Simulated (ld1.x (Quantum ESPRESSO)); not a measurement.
**Configuration tests for Ni (TM)**

Ni (Z = 28), norm-conserving Troullier–Martins (Kleinman–Bylander form), made with ld1.x (Quantum ESPRESSO) 7.5 (PBE, fully relativistic). Core [Ne] 3s2, reference 3p6 3d8 4s1 4p0 (charge +1). Waves: 3p (bound): rc 0.95 bohr; 3d (bound): rc 0.85 bohr; 4s (bound): rc 2.10 bohr. Local part: the s channel. Core correction: none.

Open shells are filled in proportion to 2j + 1 (rel_dist='average').

Energies are relative to the spin-unpolarised reference configuration 3p6 3d8 4s1 4p0; without spin polarisation the order of configurations can differ from experiment.

Problem. Give the all-electron excitation energy and the error of the potential for: 3p6 3d8 4s2 4p0; 3p6 3d8 4s0 4p0; 3p6 3d7 4s0 4p0; 3p6 3d8 4s1.5 4p0; 3p6 3d7 4s2 4p1; 3p6 3d8 4s0 4p2; 3p6 3d6 4s0 4p0.

Solution.

```csv
valence configuration,charge,ΔE all-electron (eV),error AE − PS (meV)
3p6 3d8 4s2 4p0,0,-9.323,-4.5
3p6 3d8 4s0 4p0,+2,17.351,-9.5
3p6 3d7 4s0 4p0,+3,54.817,-276
3p6 3d8 4s1.5 4p0,+0.5,-5.605,-1.4
3p6 3d7 4s2 4p1,0,1.221,-1333
3p6 3d8 4s0 4p2,0,0.178,-1584
3p6 3d6 4s0 4p0,+4,112.373,-1408
```

Levels in the configuration 3p6 3d8 4s0 4p0:

| level | all-electron (eV) | pseudo (eV) |
| --- | --- | --- |
| 3p j=1/2 | -92.555 | -92.452 |
| 3p j=3/2 | -90.354 | -90.256 |
| 3d j=3/2 | -28.511 | -28.432 |
| 3d j=5/2 | -28.266 | -28.192 |

These tests converged, but a pseudo level misses the all-electron one widely, so the file describes the atom poorly there or has found another state: 3p6 3d7 4s0 4p0: empty 4p by 3.1 eV; 3p6 3d6 4s0 4p0: empty 4p by 4.9 eV (a node warning on the way). ld1.x printed “convergence not achieved” for 3 of the counted tests; their residual had stalled under 1e-8, short of the target of 1e-14.
